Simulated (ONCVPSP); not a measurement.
## Ti, ONCV: configuration errors across variants

titanium, optimised norm-conserving Vanderbilt (ONCV), made with ONCVPSP 4.0.1 (PBEsol, scalar-relativistic). Core [Ne], reference 3s2 3p6 3d2 4s2. Waves: 3s+4s: rc 1.45 bohr, ncon 4, nbas 7, qcut 6.3 1/bohr, 3 projectors, debl 2.6 Ha; 3p: rc 1.40 bohr, ncon 4, nbas 8, qcut 9.8 1/bohr, 2 projectors, debl 1.2 Ha; 3d: rc 2.40 bohr, ncon 4, nbas 8, qcut 6.5 1/bohr, 2 projectors, debl 1.8 Ha. Local part: polynomial inside 1.05 bohr (lpopt 5, dvloc0 2 Ha). Core correction: Teter function, fcfact 4, rcfact 1.6.

In the p channel the program set the typed energies aside and used -1.425, 0.250 Ha.

All-electron excitation energies from the reference (eV): (1) 3s2 3p6 3d2 4s1 7.359; (2) 3s2 3p6 3d2 4s0 20.830; (3) 3s2 3p6 3d1 4s0 47.727; (4) 3s1 3p6 3d2 4s2 69.473.

3 further variants failed, have other tests or another functional or relativity, and are left out.

Errors AE − PS in meV (a dash: test not solved or not reliable):

```csv
change,(1),(2),(3),(4),bound ghosts,GHOST(+) flags above zero
base,+0.7,+0.1,+211,-378,none,s
p: qcut 8.5,+0.7,+0.1,+211,-376,none,s
"local potential polynomial inside 1.30 bohr (lpopt 5, dvloc0 3 Ha)",+0.7,-0.2,+210,-378,none,none
"all radii but the core radius scaled by about 1.07 (s 1.56, p 1.50, d 2.58 bohr); local potential polynomial inside 1.12 bohr (lpopt 5, dvloc0 2 Ha)",+0.8,-2.5,+261,-460,none,s
d: rc 2.84,+1.2,-5.7,+343,-465,none,s
p: nbas 7,+0.7,+0.1,+211,-376,none,s
"p: ncon 5, nbas 9",+0.7,0.0,+210,-381,none,s
d: debl 3,+0.7,-0.6,+207,-384,none,s
"core correction Teter function, fcfact 3.5, rcfact 1.45",+0.7,+0.1,+210,-373,none,s
```

(1) Give the same row for: core correction Teter function, fcfact 4, rcfact 1.14.

## Answers

(1) +0.7, +0.1, +210, -367; bound ghosts: none; GHOST(+) flags above zero: s.
